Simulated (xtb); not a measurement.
C2H6AlF (SMILES [CH3][Al]([CH3])[F]), singlet, geometry from GFN2-xTB (such geometries of metal compounds can be far from the true shape), atoms displaced at random by about 0.02 Å a coordinate; GFN1-xTB (xtb 6.7.1).

The xtb input:
```
$ xtb mol.xyz --gfn 1 --opt lax --json

# file mol.xyz
10

Al    -0.02019657    -0.03031307    -0.04250954
C      1.84404780    -0.14245541    -0.75756996
H      2.22641559    -1.16039710    -0.66578060
H      2.50566413     0.51899735    -0.22092388
H      1.86507958     0.13746410    -1.74634478
C     -0.75684973    -0.52612090     1.77101443
H     -1.54055870    -1.27617241     1.70836584
H     -1.17310998     0.29708488     2.28872259
H      0.01018379    -0.98099799     2.41061778
F     -1.13832223     0.66474516    -1.02900446
```

### Question
What does xtb print? Leave out banner, timings and long lists.

### Answer

```
   ID    Z sym.   atoms
    1   13 Al     1
    2    6 C      2, 6
    3    1 H      3-5, 7-9
    4    9 F      10

           -------------------------------------------------
          |                Calculation Setup                |
           -------------------------------------------------

           -------------------------------------------------
          |                 G F N 1 - x T B                 |
           -------------------------------------------------

          ...................................................
          :                      SETUP                      :
          :.................................................:
          :  # basis functions                  34          :
          :  # atomic orbitals                  33          :
          :  # shells                           21          :
          :  # electrons                        24          :
          :  # halogen bonds                     0          :
          :  max. iterations                   250          :
          :  Hamiltonian                  GFN1-xTB          :
          :  restarted?                      false          :
          :  GBSA solvation                  false          :
          :  PC potential                    false          :
          :  electronic temp.          300.0000000     K    :
          :  accuracy                    1.0000000          :
          :  -> integral cutoff          0.2500000E+02      :
          :  -> integral neglect         0.1000000E-07      :
          :  -> SCF convergence          0.1000000E-05 Eh   :
          :  -> wf. convergence          0.2000000E-04 e    :
          :  Broyden damping             0.4000000          :
          :  net charge                          0          :
          :  unpaired electrons                  0          :
          ...................................................

 iter      E             dE          RMSdq      gap      omega  full diag
   1    -14.0692556 -0.140693E+02  0.725E+00    4.61       0.0  T
   2    -14.0713423 -0.208670E-02  0.438E+00    4.61       1.0  T
   3    -14.0716569 -0.314557E-03  0.278E-01    4.62       1.0  T
   4    -14.0717705 -0.113579E-03  0.455E-02    4.61       1.0  T
   5    -14.0717866 -0.161478E-04  0.416E-03    4.61       7.6  T
   6    -14.0717868 -0.230278E-06  0.188E-03    4.61      16.8  T
   7    -14.0717868 -0.795917E-08  0.455E-04    4.61      69.5  T
[...]
         :: total energy             -13.938619006473 Eh    ::
 * total energy  :   -13.9386190 Eh     change       -0.4298784E-12 Eh
 * total energy  :   -13.9432708 Eh     change       -0.4651838E-02 Eh
 * total energy  :   -13.9437202 Eh     change       -0.4493116E-03 Eh
 * total energy  :   -13.9437982 Eh     change       -0.7803086E-04 Eh
 * total energy  :   -13.9438358 Eh     change       -0.3764735E-04 Eh
 * total energy  :   -13.9438519 Eh     change       -0.1609098E-04 Eh
   *** GEOMETRY OPTIMIZATION CONVERGED AFTER 6 ITERATIONS ***
         :: total energy             -13.943851925669 Eh    ::
[...]
        33                          0.9333657              25.3982
      -------------------------------------------------------------
                  HL-Gap            0.1773974 Eh            4.8272 eV
             Fermi-level           -0.3295407 Eh           -8.9673 eV

  Mulliken/CM5 charges         n(s)   n(p)   n(d)
     1Al    0.44519  0.33564   1.246  0.940  0.369
     2C    -0.19348 -0.30582   1.024  3.170  0.000
     3H     0.04749  0.10093   0.953  0.000  0.000
     4H     0.04962  0.10312   0.950  0.000  0.000
     5H     0.06192  0.11547   0.938  0.000  0.000
     6C    -0.19362 -0.30604   1.023  3.170  0.000
     7H     0.05834  0.11201   0.942  0.000  0.000
     8H     0.05826  0.11185   0.942  0.000  0.000
     9H     0.04320  0.09654   0.957  0.000  0.000
    10F    -0.37693 -0.36369   1.772  5.605  0.000

Wiberg/Mayer (AO) data.
largest (>0.10) Wiberg bond orders for each atom

 ---------------------------------------------------------------------------
     #   Z sym  total        # sym  WBO       # sym  WBO       # sym  WBO
 ---------------------------------------------------------------------------
     1  13 Al   3.142 --    10 F    1.016     6 C    0.909     2 C    0.908
     2   6 C    3.950 --     5 H    0.939     3 H    0.937     4 H    0.935
                             1 Al   0.908     6 C    0.182
     3   1 H    0.997 --     2 C    0.937
     4   1 H    0.997 --     2 C    0.935
     5   1 H    0.995 --     2 C    0.939
     6   6 C    3.950 --     9 H    0.943     7 H    0.934     8 H    0.934
                             1 Al   0.909     2 C    0.182
     7   1 H    0.995 --     6 C    0.934
     8   1 H    0.995 --     6 C    0.934
     9   1 H    0.998 --     6 C    0.943
    10   9 F    1.107 --     1 Al   1.016
 ---------------------------------------------------------------------------

Topologies differ in total number of bonds
Writing topology from bond orders to xtbtopo.mol

 dipole moment from electron density (au)
     X       Y       Z
   0.8985  -0.5297   0.8357  total (Debye):    3.397

optimized geometry written to: xtbopt.xyz

           -------------------------------------------------
          | TOTAL ENERGY              -13.943851925669 Eh   |
          | GRADIENT NORM               0.001431240508 Eh/α |
          | HOMO-LUMO GAP               4.827229246286 eV   |
           -------------------------------------------------

normal termination of xtb
```
